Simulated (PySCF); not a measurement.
CH7AsBOP.
Z-matrix (Å and degrees, PBE0-D3(BJ)/def2-SVP geometry), rows numbered from 1:
```
C 
O   1  1.4079
B   2  1.3461  1  124.13
P   3  1.9381  2  121.92  1     5.27
As  3  2.0481  2  116.31  1   173.78
H   1  1.1033  2  111.49  3   -44.23
H   1  1.1019  2  110.72  3    77.15
H   1  1.0985  2  108.25  3  -163.91
H   4  1.4267  3   97.91  2   -55.44
H   4  1.4222  3   97.53  2  -152.41
H   5  1.5215  3   95.20  2   133.61
H   5  1.5207  3   94.83  2    39.01
```

Level of theory: PySCF, PBE0-D3(BJ)/def2-SVP geometry optimisation, gas phase.

Take the most abundant isotopes and a rigid rotor. The values belong to one conformer with, in the numbering `[CH3:1][O:2][B:3]([PH2:4])[AsH2:5]`, C1–O2–B3–P4 5°, O2–B3–P4–H -55° and -152°, O2–B3–As5–H 134° and 39°.

**Question.** Give the principal moments of inertia and the rotational constants in MHz.

**Answer.** Ia = 153.24, Ib = 387.99, Ic = 530.46 u·Å²; 505379 MHz·u·Å²/I gives A = 3298, B = 1303, C = 952.7 MHz.

**Question.** What kind of rotor is it?

**Answer.** An asymmetric top; Ray's κ = -0.702.

**Question.** What does the inertial defect say?

**Answer.** Not planar: Δ = Ic − Ia − Ib = -10.77 u·Å². For a rigid frame Δ = −2 Σ m c², so Σ m c² = 5.38 u·Å² lies off the ab plane: 5.07 from hydrogen and 0.32 from heavier atoms. The atom farthest from that plane is 1.13 Å away.

**Question.** Give the coordinates in the principal-axis frame, origin at the centre of mass.

**Answer.** The sense of each axis is arbitrary; atoms in the order of the calculation.
```csv
atom,mass (u),a (Å),b (Å),c (Å)
C1,12.000,-2.495,-1.570,0.031
O2,15.995,-1.108,-1.338,-0.029
B3,11.009,-0.549,-0.114,-0.084
P4,30.974,-1.606,1.503,0.065
As5,74.922,1.495,-0.045,0.034
H6,1.008,-2.988,-0.892,0.749
H7,1.008,-2.957,-1.435,-0.961
H8,1.008,-2.656,-2.607,0.354
H9,1.008,-2.520,1.239,-0.998
H10,1.008,-0.751,2.354,-0.688
H11,1.008,1.667,0.923,-1.128
H12,1.008,1.715,-1.282,-0.822
```

**Question.** Which types of transition are allowed, and where do some lines up to J = 2 fall?

**Answer.** The dipole components are |μa| = 2.05 D, |μb| = 0.82 D, |μc| = 1.14 D. Intensities carry the squares of the components, which stand as 1.00 : 0.16 : 0.31 (a : b : c). Some lines, for components of 0.1 D or more:

```csv
type,branch,"J(Ka,Kc)",MHz,lower level (cm⁻¹)
a,Q,"2(1,1) ← 2(1,2)",1050,0.281
c,Q,"1(1,1) ← 1(0,1)",1995,0.075
a,R,"1(0,1) ← 0(0,0)",2255,0.000
b,Q,"1(1,0) ← 1(0,1)",2345,0.075
b,R,"2(0,2) ← 1(1,1)",2473,0.142
a,R,"2(1,2) ← 1(1,1)",4161,0.142
b,R,"1(1,1) ← 0(0,0)",4251,0.000
a,R,"2(0,2) ← 1(0,1)",4468,0.075
c,R,"1(1,0) ← 0(0,0)",4600,0.000
a,R,"2(1,1) ← 1(1,0)",4860,0.153
c,Q,"2(2,1) ← 2(1,1)",5986,0.316
b,R,"2(1,2) ← 1(0,1)",6156,0.075
c,R,"2(1,1) ← 1(0,1)",7206,0.075
b,R,"2(2,1) ← 1(1,0)",10846,0.153
```

Stationary, but not proved a minimum. No vibrational averaging or centrifugal distortion is included, and the geometry carries the error of its method. A rigid rotor knows nothing of internal rotation, which can split or shift real lines. Quadrupole hyperfine structure (11B, 75As) is left out.

The run took 78 s of wall time on one thread, Arm Neoverse V1 (aarch64), shared host with 32 logical CPUs at a one-minute load of 17, and the process peaked at 0.54 GiB of memory. These figures are those of the optimisation.
